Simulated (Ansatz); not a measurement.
ZrS₂. Charge 0, multiplicity 1. Geometry B3LYP-D4/def2-TZVP; atoms count from 1.

Cartesian coordinates in Å:
```
Zr 0.1238 0.6433 1.2505
S -0.8733 -0.8740 -0.2607
S 0.7495 0.2306 -0.9897
```

In the def2 sets Zr takes a core potential; there is no spin–orbit coupling. The restricted singlet is unstable: a solution with broken spin symmetry lies lower. At PBE0-D4/def2-TZVP a triplet of charge 0 lies 0.29 eV below the restricted singlet, each at its own geometry. The structure comes from a short search, and lower isomers may exist.

**Question.** Estimate the Mulliken populations from the PBE0/def2-TZVP orbitals of Ansatz.

**Answer.** 
| atom | charge (e) | d electrons |
| --- | --- | --- |
| Zr1 | 0.46 | 2.06 |
| S2 | -0.23 | – |
| S3 | -0.23 | – |
Mulliken values depend strongly on the basis.

**Question.** And the Mayer bond orders between heavy atoms (over 0.3)?

**Answer.** Zr1–S2 1.28 (2.36 Å); Zr1–S3 1.28 (2.36 Å); S2–S3 1.10 (2.09 Å).
